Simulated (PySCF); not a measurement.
Ga(H)2(NMe2) (C₂H₈GaN), SMILES [GaH2][N](C)C.

Coordinates come from a ωB97X-D3(BJ)/def2-SVP optimisation. The structure was generated by enumeration; whether it is a known compound was not checked.

Level of theory: PySCF with TDDFT-ωB97X/def2-SVPD.

Vertical excitations. Gas-phase values at a fixed geometry. State labels are in the subgroup C2v.

| state | symmetry | energy (eV) | λ (nm) | f | main pairs |
|---|---|---|---|---|---|
| S1 | A1 | 5.23 | 237 | 0.157 | HOMO→LUMO 97 % |
| S2 | B1 | 6.17 | 201 | 0.004 | HOMO→LUMO+1 48 %, HOMO→LUMO+2 37 %, HOMO→LUMO+3 8 % |
| S3 | A2 | 6.26 | 198 | 0.000 | HOMO−1→LUMO 99 % |
| S4 | B1 | 6.94 | 179 | 0.000 | HOMO−2→LUMO 56 %, HOMO→LUMO+3 28 % |
| S5 | B1 | 7.07 | 175 | 0.057 | HOMO−2→LUMO 40 %, HOMO→LUMO+3 36 %, HOMO→LUMO+1 12 % |
| S6 | B1 | 7.44 | 167 | 0.001 | HOMO→LUMO+2 34 %, HOMO→LUMO+3 25 %, HOMO→LUMO+4 18 %, HOMO→LUMO+1 10 % |
| S7 | A2 | 7.74 | 160 | 0.000 | HOMO→LUMO+5 91 % |
| S8 | B1 | 7.81 | 159 | 0.084 | HOMO→LUMO+4 65 %, HOMO→LUMO+1 17 %, HOMO→LUMO+2 13 % |
| S9 | B2 | 8.26 | 150 | 0.024 | HOMO→LUMO+6 93 % |
| S10 | B2 | 8.50 | 146 | 0.302 | HOMO−1→LUMO+1 79 %, HOMO−1→LUMO+3 12 % |
| T1 | A1 | 4.26 | 291 | 0 | HOMO→LUMO 95 % |
| T2 | A2 | 5.92 | 209 | 0 | HOMO−1→LUMO 97 % |
| T3 | B1 | 6.11 | 203 | 0 | HOMO→LUMO+2 44 %, HOMO→LUMO+1 28 %, HOMO→LUMO+3 15 % |
| T4 | B1 | 6.67 | 186 | 0 | HOMO−2→LUMO 51 %, HOMO→LUMO+1 24 %, HOMO→LUMO+3 11 % |
Triplets are in the Tamm–Dancoff approximation, which puts them higher than full response would, so one can lie above its singlet here.
Roots above 8.3 eV, the ΔSCF ionisation energy, lie in the ionisation continuum and depend on the basis.
